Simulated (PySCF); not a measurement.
# What a mistake does to a calculation on AlBF2H

All numbers below are calculated, not measured. They come from PySCF 2.14.0, an open-source quantum chemistry program, on an isolated molecule that a program drew, which may never have been made. The molecule is AlBF2H (charge 0, doublet), drawn as the SMILES string `F[B](F)[AlH]`.

Each row is a Hartree-Fock (HF) and frozen-core CCSD(T) single point in the cc-pV(D+d)Z basis, meant for a local HF minimum. Run 1 is clean. Each other run has one planted mistake out of seven kinds, and not every kind appears here: one electron removed, one electron added, multiplicity raised by two, geometry at a saddle point, minimal basis STO-3G, one bond length entered in bohr, all coordinates scaled. The reference is restricted for singlets and unrestricted otherwise, and also for a bond in bohr. Adding or removing an electron swaps singlet and doublet. Electrons count all cores. HOMO and LUMO are orbital energies over both spins, the gradient is its largest component, and the lowest frequency (negative if imaginary) is given only where the gradient is small. Bond lengths are over the 4 bonds as drawn. T1 is the CCSD diagnostic: over 0.02 (restricted) or 0.045 (unrestricted) a single reference is doubtful.

Geometry of the clean run:
```xyz
5
AlBF2H, angstrom
F    -0.8598    0.3374   -1.0863
B    -1.2004    0.0768    0.1726
F    -2.0778   -0.9123    0.3158
Al   -0.4718    1.2404    1.8417
H     0.8548    0.8041    2.5995
```

| run | electrons | basis functions | <S^2> | HOMO (eV) | LUMO (eV) | gradient (hartree/bohr) | lowest frequency (cm^-1) | mean bond (Å) | longest bond (Å) | T1 | HF (hartree) | CCSD(T) (hartree) | mistake |
|---|---|---|---|---|---|---|---|---|---|---|---|---|---|
| 1 | 37 | 70 | 0.763 | -8.28 | 0.34 | 1.4e-05 | 147 | 1.6025 | 2.161 | 0.0172 | -466.13999 | -466.66703 | no fault |
| 2 | 37 | 70 | 0.763 | -8.10 | 0.46 | 5.0e-02 | - | 1.5432 | 2.081 | 0.0163 | -466.13274 | -466.65669 | all coordinates scaled |
| 3 | 37 | 25 | 0.760 | -4.19 | 7.48 | 2.9e-02 | - | 1.6025 | 2.161 | 0.0175 | -460.07065 | -460.19601 | minimal basis STO-3G |
| 4 | 36 | 70 | 0.000 | -17.63 | -7.16 | 4.6e-02 | - | 1.6025 | 2.161 | 0.0189 | -465.85608 | -466.38317 | one electron removed |
| 5 | 37 | 70 | 1.492 | -8.49 | 0.25 | 1.8e-02 | - | 1.8983 | 2.513 | 0.0750 | -465.96076 | -466.47968 | ? |
| 6 | 38 | 70 | 0.000 | -0.46 | 6.07 | 3.7e-02 | - | 1.6025 | 2.161 | 0.0164 | -466.13242 | -466.68961 | ? |

**Which mistake was planted in run 5, and what did it cost?**

The mean bond changes by a factor of 1.185 and the longest by 1.163, so the molecule wasn't scaled as a whole. A length L in bohr read as angstrom grows by (1/0.5292 - 1) L = 0.890 L. The 4 bonds together grew by 4 x 0.2958 = 1.183 Å, which gives L = 1.330 Å. That is the length of one of the B-F bonds, 1.330 Å in the clean geometry. So the mistake is: one bond length entered in bohr. Subtracting run 1 and multiplying by 627.51 kcal/mol a hartree, the energy moved by 112.5 kcal/mol in HF and 117.6 kcal/mol in CCSD(T).

**Which mistake was planted in run 6, and what did it cost?**

It counts 38 electrons, one more than the clean run, at the same geometry and basis. So the mistake is: one electron added. Subtracting run 1 and multiplying by 627.51 kcal/mol a hartree, the energy moved by 4.8 kcal/mol in HF and -14.2 kcal/mol in CCSD(T).

Cautions from the logs. Run 5: T1 is over the limit, so its CCSD(T) energy is less reliable.
